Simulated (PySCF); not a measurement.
**SMILES C#CC1=CC=C(C=O)B1, C₇H₅BO**

Molfile (atoms numbered from 1):
```
C7H5BO
     RDKit          3D

 14 14  0  0  0  0  0  0  0  0999 V2000
   -3.6323    0.3199   -0.5737 C   0  0  0  0  0  0  0  0  0  0  0  0
   -2.4431    0.1488   -0.3822 C   0  0  0  0  0  0  0  0  0  0  0  0
   -1.0557   -0.0168   -0.1965 C   0  0  0  0  0  0  0  0  0  0  0  0
   -0.4524   -0.8244    0.7168 C   0  0  0  0  0  0  0  0  0  0  0  0
    1.0232   -0.7411    0.6222 C   0  0  0  0  0  0  0  0  0  0  0  0
    1.4435    0.1145   -0.3454 C   0  0  0  0  0  0  0  0  0  0  0  0
    2.8510    0.3762   -0.6390 C   0  0  0  0  0  0  0  0  0  0  0  0
    3.2466    1.1343   -1.4925 O   0  0  0  0  0  0  0  0  0  0  0  0
    0.1333    0.6955   -1.0047 B   0  0  0  0  0  0  0  0  0  0  0  0
   -4.6832    0.4689   -0.7403 H   0  0  0  0  0  0  0  0  0  0  0  0
   -0.9663   -1.4632    1.4398 H   0  0  0  0  0  0  0  0  0  0  0  0
    1.6820   -1.3216    1.2789 H   0  0  0  0  0  0  0  0  0  0  0  0
    3.5772   -0.1920    0.0020 H   0  0  0  0  0  0  0  0  0  0  0  0
    0.0216    1.4843   -1.9027 H   0  0  0  0  0  0  0  0  0  0  0  0
  1  2  3  0
  2  3  1  0
  3  4  2  0
  4  5  1  0
  5  6  2  0
  6  7  1  0
  7  8  2  0
  6  9  1  0
  9  3  1  0
  1 10  1  0
  4 11  1  0
  5 12  1  0
  7 13  1  0
  9 14  1  0
M  END
```

Method used: quadratic response CAM-B3LYP/aug-cc-pVDZ first hyperpolarisability, Taylor convention, gas phase in PySCF 2.14.0. Geometry: PBE0-D3(BJ)/def2-SVP.

Q: Give the tensor of the second harmonic β(−2ω;ω,ω) at 1907 nm in the axes of these coordinates.

A: In au, Taylor convention; rows are the first index (the induced dipole):
|  | xx | yy | zz | xy | xz | yz |
| --- | --- | --- | --- | --- | --- | --- |
| x | -1707.5 | +9.5 | +2.9 | -7.4 | +8.7 | +28.2 |
| y | -0.3 | +47.1 | +18.8 | +5.7 | +30.5 | -20.3 |
| z | +0.5 | -20.2 | -53.8 | +30.5 | -1.5 | +18.9 |

Norm of βᵢ = ⅓ Σⱼ (βᵢⱼⱼ + βⱼᵢⱼ + βⱼⱼᵢ): 1703.0 au, hyper-Rayleigh value 706.6 au.
